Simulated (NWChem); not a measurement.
System: SeF2; SMILES F[Se]F

Computed with NWChem. Coordinates come from a PBE0-D3(BJ)/def2-TZVP optimisation. Ions are spin-unrestricted doublets at the neutral geometry; other ion states weren't tried. Functional: LC-ωPBE (HJS hole) with def2-SVP; the question gives the range parameter ω in 1/bohr.

**Question.** Estimate the computed values for range parameter (1/bohr) 0.80. Quantities: vertical ionisation energy, ΔSCF (eV); −ε(HOMO) (eV).

**Answer.** 
| Quantity | Result |
|---|---|
| vertical ionisation energy, ΔSCF (eV) | 10.52 |
| −ε(HOMO) (eV) | 11.02 |
